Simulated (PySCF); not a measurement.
Molfile (atoms numbered from 1):
```
C4H7FSi
     RDKit          3D

 13 13  0  0  0  0  0  0  0  0999 V2000
    3.2434    0.5625   -1.0701 F   0  0  0  0  0  0  0  0  0  0  0  0
    2.2731    0.4310   -0.1639 C   0  0  0  0  0  0  0  0  0  0  0  0
    1.0242    0.1189   -0.5047 C   0  0  0  0  0  0  0  0  0  0  0  0
   -0.0887   -0.0141    0.4516 C   0  0  2  0  0  0  0  0  0  0  0  0
   -1.1288   -1.1319    0.2258 C   0  0  0  0  0  0  0  0  0  0  0  0
   -1.8294    0.5762    0.0337 Si  0  0  0  0  0  4  0  0  0  0  0  0
    2.6194    0.6131    0.8586 H   0  0  0  0  0  0  0  0  0  0  0  0
    0.8188   -0.0417   -1.5694 H   0  0  0  0  0  0  0  0  0  0  0  0
    0.2049    0.1220    1.5002 H   0  0  0  0  0  0  0  0  0  0  0  0
   -1.3943   -1.7318    1.1028 H   0  0  0  0  0  0  0  0  0  0  0  0
   -0.9814   -1.7455   -0.6703 H   0  0  0  0  0  0  0  0  0  0  0  0
   -2.0825    1.0900   -1.3349 H   0  0  0  0  0  0  0  0  0  0  0  0
   -2.6777    1.1494    1.1081 H   0  0  0  0  0  0  0  0  0  0  0  0
  1  2  1  0
  2  3  2  0
  3  4  1  0
  4  5  1  0
  5  6  1  0
  6  4  1  0
  2  7  1  0
  3  8  1  0
  4  9  1  1
  5 10  1  0
  5 11  1  0
  6 12  1  0
  6 13  1  0
M  END
```

Geometry: PBE0-D3(BJ)/def2-SVP; GIAO shifts from PySCF 2.14.0 with density-fitted response routines, gas phase, non-relativistic, averaged over equivalent atoms.

At PBE0/6-311+G(2d,p) (212 basis functions, 24 s wall time on 1 thread of an Arm Neoverse V2, shared host):
```json
{"atoms": "F1", "δ (ppm)": "-138.5"}
{"atoms": "C2", "δ (ppm)": "152.0"}
{"atoms": "C3", "δ (ppm)": "120.0"}
{"atoms": "C4", "δ (ppm)": "7.1"}
{"atoms": "C5", "δ (ppm)": "-0.9"}
{"atoms": "Si6", "δ (ppm)": "-131.3"}
{"atoms": "H7", "δ (ppm)": "6.83"}
{"atoms": "H8", "δ (ppm)": "5.09"}
{"atoms": "H13", "δ (ppm)": "3.15"}
{"atoms": "H12", "δ (ppm)": "2.92"}
{"atoms": "H9", "δ (ppm)": "1.56"}
{"atoms": "H10", "δ (ppm)": "0.88"}
{"atoms": "H11", "δ (ppm)": "0.45"}
```

References, each an isolated molecule treated in the same way: CFCl3 for ¹⁹F (174.75 ppm); ¹³C (186.44 ppm), ²⁹Si (344.43 ppm), ¹H (31.51 ppm) vs TMS.

Question: Predict the values at PBE0/def2-TZVP on the same geometry.

Answer: 
```csv
atoms,δ at PBE0/def2-TZVP,change
F1,-132.5,+6.0
C2,153.5,+1.5
C3,120.5,+0.5
C4,7.4,+0.3
C5,-0.9,+0.0
Si6,-135.3,-4.0
H7,6.82,-0.01
H8,5.07,-0.02
H13,3.19,+0.04
H12,2.93,+0.01
H9,1.62,+0.06
H10,0.90,+0.02
H11,0.48,+0.03
```

Chemical shifts δ = σref − σ; ¹⁹F (σ = 178.85 ppm) against CFCl3; TMS for ¹³C (σ = 186.65 ppm), ²⁹Si (σ = 331.56 ppm), ¹H (σ = 31.48 ppm), all at this level.

The largest change is at F1 (vinylic fluorine). Cost: 234 basis functions, 30 s wall time on 1 thread of an Arm Neoverse V2, shared host. The order of the carbon signals is the same at both levels.

Unscaled 19F shifts against computed CFCl3 carry errors that often reach 10 to 50 ppm.
